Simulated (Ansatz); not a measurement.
Relaxation of ClH₇OSiSn (11 atoms, charge 0, multiplicity 1), to a largest force component of 0.03 eV/Å in at most 50 steps.

Theory: RKS PBE0/def2-SVP (Ansatz).

```xyz
11
Properties=species:S:1:pos:R:3
Sn 0.020 0.534 -0.532
O 0.411 -0.165 2.518
H -0.294 0.143 3.099
H 1.231 -0.649 -0.779
Cl -0.333 1.489 -2.684
H -1.487 -0.168 -0.137
Si 0.723 2.419 0.979
H 1.953 2.070 1.762
H 1.037 3.649 0.192
H -0.363 2.752 1.954
H 1.150 0.449 2.723
```

Q: Where does it end, and by what steps?

A: It converged. After 8 steps the energy has fallen by 0.105 eV; H11 moved furthest, 0.58 Å.

```csv
step,energy less start (eV),largest force component (eV/Å),accepted
0,0.0000,0.654,yes
1,0.0320,1.831,no
2,-0.0306,0.804,yes
3,-0.0546,0.668,yes
4,-0.0784,0.748,yes
5,-0.0920,0.112,yes
6,-0.0998,0.103,yes
7,-0.1039,0.041,yes
8,-0.1048,0.024,yes
```

```xyz
11
Properties=species:S:1:pos:R:3
Sn 0.032 0.548 -0.391
O 0.326 -0.237 2.285
H -0.319 0.089 2.924
H 1.232 -0.661 -0.534
Cl -0.247 1.307 -2.643
H -1.512 -0.073 0.000
Si 0.732 2.615 0.958
H 2.015 2.332 1.677
H 0.920 3.826 0.105
H -0.310 2.910 1.993
H 1.180 -0.133 2.722
```

Whether the end is a true minimum wasn't checked by a vibrational analysis.

Run time: 40 s on 2 threads of Arm Neoverse V1, on a shared host, peak memory 0.28 GiB.
